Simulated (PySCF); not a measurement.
## Diatomics of Li with group 15

PBE with triple-zeta basis sets in PySCF, for the lowest determinant that a PBE0 search found; no spin–orbit coupling. De refers to high-spin ground-configuration atoms. A positive dipole means M(−)Li(+).

```json
{"M": "N", "basis": "x2c-TZVPPall", "state (unpaired electrons)": "triplet (π ↑↑)", "Re (Å)": "1.882", "ωe (cm⁻¹)": "639", "De (eV)": "1.88", "μ (D)": "6.29"}
{"M": "P", "basis": "x2c-TZVPPall", "state (unpaired electrons)": "triplet (π ↑↑)", "Re (Å)": "2.335", "ωe (cm⁻¹)": "479", "De (eV)": "1.81", "μ (D)": "6.24"}
{"M": "As", "basis": "pcseg-2", "state (unpaired electrons)": "triplet (π ↑↑)", "Re (Å)": "2.433", "ωe (cm⁻¹)": "427", "De (eV)": "1.75", "μ (D)": "6.24"}
```

The shortest bond is that of LiN (1.882 Å), the longest that of LiAs (2.433 Å).

The rows differ in basis set, which adds steps of its own.

Down a group the atoms grow and get heavier, so bonds lengthen and wavenumbers fall; this series shows no clear exception.

Spin–orbit coupling is left out. States were picked by a PBE0 search and need not be the measured ground states.
